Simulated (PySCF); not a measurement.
How methods differ on the ionisation energy of F⁺

F⁺ [He] 2s2 2p4 (3P) → F²⁺ [He] 2s2 2p3 (4S), as a difference of total energies. Computed with PySCF 2.14 in def2-SVP, with the non-relativistic Hamiltonian (point nucleus). Correlated levels: valence: 1s2 frozen. The calculations carry no spin-orbit coupling.

```json
{"method": "UHF", "ionisation energy (eV)": "33.531"}
{"method": "LDA", "ionisation energy (eV)": "35.436"}
{"method": "M06-2X", "ionisation energy (eV)": "35.219"}
{"method": "CCSD (valence)", "ionisation energy (eV)": "34.368"}
{"method": "CCSD(T) (valence)", "ionisation energy (eV)": "34.379"}
```

**Question.** Estimate what SCS-MP2 (valence) gives.

**Answer.** 34.356 eV, closest to CCSD (valence) among the rows shown.

**Question.** Estimate what MP2 (valence) gives.

**Answer.** 34.361 eV, closest to CCSD (valence) among the rows shown.

Errors of the correlated levels include the incompleteness of this basis and the frozen core.

For comparison: 34.950 eV (measured; NIST levels, between the centres of gravity of the two terms).
